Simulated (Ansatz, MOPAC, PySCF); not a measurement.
System: AlCl, net charge 0, singlet state. SMILES: [Al][Cl]
Structure (B3LYP-D3(BJ)/def2-TZVP (Ansatz, an electronic-structure program) minimum search):
```xyz
2

Al     0.0000     0.0000    -1.2241
Cl     0.0000     0.0000     0.9361
```

Unscaled harmonic wavenumbers (cm⁻¹) in rising order, each level at the stationary point that it reaches from this structure (no distance between atoms moves by over 0.3 Å); the order of modes can differ between levels, and a negative number is imaginary. B3LYP-D3(BJ)/def2-TZVP (PySCF, at the structure above): 459.

PM7 (MOPAC): 608. Zero-point energy 0.9 against 0.7 kcal/mol; where all levels lie over 400 cm⁻¹, the wavenumbers are on average 1.325 times those of B3LYP-D3(BJ)/def2-TZVP.

HF/3-21G (Ansatz): 423. Zero-point energy 0.6 against 0.7 kcal/mol; where all levels lie over 400 cm⁻¹, the wavenumbers are on average 0.923 times those of B3LYP-D3(BJ)/def2-TZVP.

HF/6-31G* (Ansatz): 474. Zero-point energy 0.7 against 0.7 kcal/mol; where all levels lie over 400 cm⁻¹, the wavenumbers are on average 1.034 times those of B3LYP-D3(BJ)/def2-TZVP.

B3LYP/6-31G* (Ansatz): 457. Zero-point energy 0.7 against 0.7 kcal/mol; where all levels lie over 400 cm⁻¹, the wavenumbers are on average 0.996 times those of B3LYP-D3(BJ)/def2-TZVP.
